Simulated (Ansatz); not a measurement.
A run for Ansatz (a first-principles code): R-wB97X-V/def2-TZVPP on C5H10S (SMILES C1CCSCC1).

Ansatz 0.2 input:
```yaml
crystal:
  periodic: [false, false, false]
  atoms:
    - {symbol: C, position_ang: [-0.13552090, 1.17602010, 0.35457823]}
    - {symbol: C, position_ang: [-1.21733748, 0.10244280, 0.56549366]}
    - {symbol: C, position_ang: [-1.26556303, -0.90895904, -0.57237618]}
    - {symbol: S, position_ang: [0.22735778, -1.97315649, -0.59549659]}
    - {symbol: C, position_ang: [1.46070924, -0.78599799, 0.06115299]}
    - {symbol: C, position_ang: [1.13127130, 0.64609725, -0.33960166]}
    - {symbol: H, position_ang: [-0.54380450, 1.99668365, -0.24042588]}
    - {symbol: H, position_ang: [0.12888529, 1.60240592, 1.32539969]}
    - {symbol: H, position_ang: [-2.19342945, 0.58368388, 0.66877774]}
    - {symbol: H, position_ang: [-1.03708702, -0.43699160, 1.49824136]}
    - {symbol: H, position_ang: [-1.37105263, -0.40514163, -1.53516242]}
    - {symbol: H, position_ang: [-2.10790855, -1.59079940, -0.45988498]}
    - {symbol: H, position_ang: [2.41810286, -1.10189943, -0.35202311]}
    - {symbol: H, position_ang: [1.51880307, -0.88146094, 1.14716718]}
    - {symbol: H, position_ang: [1.00961384, 0.68063171, -1.42472892]}
    - {symbol: H, position_ang: [1.97696019, 1.29644120, -0.10111110]}
basis:
  gaussian:
    orbitals: def2-TZVPP
hamiltonian:
  xc: {name: wB97X-V}
scf: {lower_state_search: off}
```

Program output:

```
WARN ansatz: RAYON_NUM_THREADS=6 ignored (pool sized by the plan → 6); use --threads N
Functional definition: wB97X-V
these checks for a lower state are left out or cut short: stability, starts, cluster_reference, orbital_swaps, neighbouring_geometries, increment
integrals: 0.52 GiB planned
1781 factors; their error is unknown
integrals: 0.56 GiB planned
450 factors; integrals over basis functions are off by at most 6.3e-6 eV
mean field: 3.91 GiB planned
mean field evaluation 1: about -16178.2544 eV, gradient 4.6e1 eV
mean field evaluation 2: about -16180.0640 eV, gradient 3.7e1 eV
mean field evaluation 4: about -16183.2075 eV, gradient 1.1e0 eV
mean field evaluation 8: about -16183.1865 eV, gradient 7.7e-1 eV
mean field evaluation 16: about -16183.1873 eV, gradient 5.3e-5 eV
mean field -16183.18729644 eV, -594.7211637860 hartree, gradient 3.2e-6 eV, S^2 0.000000; 0 other end points of the search recorded, 0 dependent functions left out
reference -16183.18729430 eV, -594.7211637073 hartree; 28, 28 occupied and 309, 309 virtual orbitals, 1781 factors
Total energy: -16183.18729430 eV, -594.7211637073 hartree
Checks for a lower state left out: stability, starts, cluster_reference, orbital_swaps, neighbouring_geometries, increment
```

Self-consistency was reached.

Cost: roughly 26 core-seconds.
